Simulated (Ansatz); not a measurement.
Al5Ru2⁻: single points at one geometry.

```yaml
crystal:
  periodic: [false, false, false]
  atoms:
    - {symbol: Ru, position_ang: [-0.293819, -1.022461, 0.933287]}
    - {symbol: Ru, position_ang: [-1.115112, 1.361223, 0.546817]}
    - {symbol: Al, position_ang: [-0.367304, -0.011987, -1.292498]}
    - {symbol: Al, position_ang: [-0.016387, 2.893680, -0.848253]}
    - {symbol: Al, position_ang: [1.782282, -1.700886, 0.113421]}
    - {symbol: Al, position_ang: [1.159663, 1.113233, 1.148556]}
    - {symbol: Al, position_ang: [-1.149333, -2.632802, -0.601329]}
basis:
  gaussian: {orbitals: def2-TZVPD, initial_orbitals: start.molden}
total_charge: -1
hamiltonian: {xc: r2scan, dispersion: d4}
scf: {omitted_lower_state_checks: [starts]}
output: {orbitals: {seedname: orbitals}}
```

The file start.molden holds the orbitals of an earlier run on this structure, at another level or in another basis.

```sh
$ ansatz run in.yaml --threads 4 --pin off --events-out ev --progress --plain --max-ram 4787MiB
```

Output, abridged:

```
Functional definition: r2SCAN
2028 factors; their error is unknown
mean field evaluation 1: about -38153.9882 eV, gradient 9.3e0 eV
mean field evaluation 2: about -38154.1166 eV, gradient 2.5e-1 eV
mean field evaluation 4: about -38154.1117 eV, gradient 1.2e-2 eV
mean field -38154.11172679 eV, -1402.1377441736 hartree, gradient 2.4e-5 eV, S^2 0.000000; 0 other end points of the search recorded, 0 dependent functions left out
reference -38154.11174079 eV, -1402.1377446882 hartree; 49, 49 occupied and 246, 246 virtual orbitals, 2028 factors
Total energy: -38154.22586821 eV, -1402.1419387937 hartree
Checks for a lower state left out: starts
```

Run time 21 s (4 threads of Intel Xeon on a shared host), peak host memory 0.77 GiB.

The first input with `hamiltonian: {xc: {name: B97M-V}}` (abridged; 33 s):

```
Functional definition: B97M-V
mean field -38146.22974562 eV, -1401.8480867083 hartree, gradient 6.7e-5 eV, S^2 0.000000
Total energy: -38146.22980718 eV, -1401.8480889706 hartree
Checks for a lower state left out: starts
```

First input, but with `hamiltonian: {xc: pbe0, dispersion: d4}` (abridged; 33 s):

```
Functional definition: PBE0
mean field -38138.54104690 eV, -1401.5655322419 hartree, gradient 2.2e-5 eV, S^2 0.000000
Total energy: -38139.07168430 eV, -1401.5850328066 hartree
Checks for a lower state left out: starts
```

As the first input, with `correlation: {method: mp2}` and without the key `hamiltonian` (abridged; 91 s):

```
Functional definition: HF
mean field -38034.05918530 eV, -1397.7258946487 hartree, gradient 2.4e-6 eV, S^2 0.000000; unrestricted orbitals would lower it
mean field evaluation 16: about -38034.0838 eV, gradient 4.5e0 eV
mean field evaluation 32: about -38036.6827 eV, gradient 1.5e-2 eV
unrestricted determinant -38036.68268794 eV, -1397.8223065923 hartree, S^2 4.3901
25 core orbitals not correlated, not the lowest: weight in the atoms' cores, before any rotation towards them, 1.000 or more for the frozen orbitals, at most 0.000 for the correlated occupied ones
second order -47.66763331 eV of doubles, -0.00000000 eV of singles
Total energy: -38081.72681861 eV, -1399.4776478625 hartree
Checks for a lower state left out: starts
```

The first input with `hamiltonian: {xc: pbe, dispersion: d4}`, `output: {forces: true, orbitals: {seedname: orbitals}}` (abridged; 14 s):

```
Functional definition: PBE
mean field -38139.91169755 eV, -1401.6159027244 hartree, gradient 1.5e-5 eV, S^2 0.000000
Total energy: -38140.52315497 eV, -1401.6383733699 hartree
Atom 0 force     0.079710     0.045397    -0.172313 eV/Å
Atom 1 force     0.226447    -0.047076    -0.122525 eV/Å
Atom 2 force    -0.008771     0.015255     0.203143 eV/Å
Atom 3 force    -0.050262    -0.112272     0.092313 eV/Å
Atom 4 force    -0.128745     0.048823     0.029547 eV/Å
Atom 5 force    -0.177039    -0.050337    -0.086397 eV/Å
Atom 6 force     0.058660     0.100210     0.056231 eV/Å
Dipole moment:    -0.460636     0.116748     0.506713 e Å
Checks for a lower state left out: starts
```

The first input with `hamiltonian: {xc: {name: wB97X-V}}` (abridged; 70 s):

```
Functional definition: wB97X-V
mean field -38144.25155201 eV, -1401.7753894342 hartree, gradient 2.4e-5 eV, S^2 0.000000
Total energy: -38144.25154993 eV, -1401.7753893574 hartree
Checks for a lower state left out: starts
```

First input, but with `hamiltonian: {xc: {name: r2SCANh}, dispersion: d4}` (abridged; 32 s):

```
Functional definition: r2SCANh
mean field -38152.03554744 eV, -1402.0614459901 hartree, gradient 1.7e-5 eV, S^2 0.000000
Total energy: -38152.17080164 eV, -1402.0664164902 hartree
Checks for a lower state left out: starts
```

Geometry: PBE-D4/def2-SVPD.

In the def2 sets Ru takes a core potential; there is no spin–orbit coupling. Correlated methods freeze 25 core orbitals; core or outer-core shells of Ru are correlated, in sets that lack core-valence functions. The restricted singlet is unstable towards broken spin symmetry in Hartree–Fock (as tested in another run); at r2SCAN-D4/def2-TZVPD, B97M-V/def2-TZVPD, PBE0-D4/def2-TZVPD, PBE-D4/def2-TZVPD and others this wasn't settled. At MP2/def2-TZVPD the restricted singlet (for correlated methods, its reference) is unstable: a solution with broken spin symmetry lies lower. Another isomer (singlet) lies 0.36 eV lower at PBE0-D4/def2-TZVPD; other spin states weren't run for this one.
